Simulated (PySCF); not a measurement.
Spinor energies of Ho²⁶⁺ (holmium, charge +26)

Start: [Kr] 4d5; 4d3/2 filled at m_j = -3/2, -1/2, +1/2, +3/2; 4d5/2 filled at m_j = +5/2. Calculated with PySCF 2.14 in an even-tempered Gaussian basis (17 s from 2.1 bohr⁻², ratio 2.8; 14 p from 2.7 bohr⁻², ratio 2.8; 9 d from 2.7 bohr⁻², ratio 2.8; 3 f from 12 bohr⁻², ratio 3): generalised Hartree-Fock with the X2C-1e Hamiltonian and a Gaussian nucleus; one run each with spin-orbit coupling (SO) switched off, then screened by Boettger's factors.

| spinor shell | electrons | ε, spin-free (eV) | ε, screened SO (eV) | weight of nominal j (screened SO) | rms radius, screened SO (bohr) |
| --- | --- | --- | --- | --- | --- |
| 1s1/2 | 2 | -56768.2 | -56755.4 | 1.000 | 0.0236 |
| 2s1/2 | 2 | -10349.0 | -10344.6 | 1.000 | 0.0953 |
| 2p1/2 | 2 | -9264.0 | -9871.3 | 1.000 | 0.0814 |
| 3s1/2 | 2 | -3025.2 | -3023.5 | 1.000 | 0.244 |
| 3p1/2 | 2 | -2687.7 | -2818.0 | 1.000 | 0.235 |
| 3p3/2 | 4 | -2687.7 | -2631.2 | 1.000 | 0.248 |
| 3d3/2 | 4 | -2259.4 | -2284.9 | 0.996 | 0.220 |
| 3d5/2 | 6 | -2259.4 | -2240.7 | 0.997 | 0.224 |
| 4s1/2 | 2 | -1220.8 | -1220.2 | 1.000 | 0.514 |
| 4p1/2 | 2 | -1093.4 | -1136.5 | 0.978 | 0.520 |
| 4p3/2 | 4 | -1093.4 | -1073.9 | 0.989 | 0.545 |
| 4d3/2 | 4 | -940.06 | -941.47 | 0.882 | 0.545 |
| 4d5/2 | 1 | -940.06 | -932.58 | 1.000 | 0.551 |

Q: Where does 2p3/2 lie, and what is the 2p spin-orbit splitting (screened SO)?

A: At -9006.9 eV, 864.42 eV above 2p1/2.

```csv
quantity,spin-free,screened SO
E (hartree),-12293.30812,-12303.48907
M_J,5/2,5/2
⟨J²⟩,8.750,8.766
⟨L²⟩,0.000,2.325
⟨S²⟩,8.750,5.384
```

Each row is a mean over spinors that exchange with the open shell spreads, by up to 22.613 eV (4p3/2).

Rows whose weight is well below 1 are mixtures of j = l ± 1/2: exchange outweighs spin-orbit coupling there, and the label is only the starting occupation.

Breit and QED terms are absent; they matter most for the inner s and p1/2 levels.

Densities and radii are taken from the X2C orbitals without a picture-change correction, which distorts them close to the nucleus.

Without spin-orbit coupling the j labels of p, d and f shells carry no meaning; the spin-free column gives the mean over the occupied spinors of each nl shell.
